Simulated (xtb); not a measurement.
AlFH5NO2Si, SMILES [Al]([OH])([OH])[NH][SiH2]F. All values are semi-empirical tight-binding results from xtb (GFN2-xTB unless named), good for trends rather than for accurate numbers. Geometry: GFN2-xTB. The structure was generated by enumeration; whether it is a known compound was not checked. Other conformers were not sampled.

Optimised geometry:

```xyz
11

Si    -1.7931     0.2454     0.2559
F     -2.8710    -0.9554     0.2211
N     -0.2850    -0.5215    -0.0576
Al     1.4038     0.1143    -0.1565
O      2.5526    -1.0027    -0.5161
O      1.7222     1.7077     0.1028
H     -1.8889     0.8026     1.6003
H     -2.2133     1.1570    -0.8028
H     -0.3547    -1.5149    -0.2272
H      3.4040    -1.3704    -0.6988
H      1.5438     2.6140     0.3000
```
Charge 0, spin multiplicity 1.

For metal compounds this method's bond lengths and energies can be far off.

Computed properties:
| Item | Value |
|---|---|
| orbital gap | 3.72 eV |
| zero-point energy | 37.2 kcal/mol |
| G − E(el) at 298.15 K (modified RRHO) | 14.9 kcal/mol |

Computed atomic charges and the Wiberg bond orders between heavy atoms:
charges (e) Si1 0.56, F2 -0.30, N3 -0.40, Al4 0.41, O5 -0.47, O6 -0.47, H7 -0.08, H8 -0.08, H9 0.18, H10 0.32, H11 0.31. Bond orders Si1–F2 1.05, Si1–N3 1.08, N3–Al4 1.15, Al4–O5 1.35, Al4–O6 1.35.
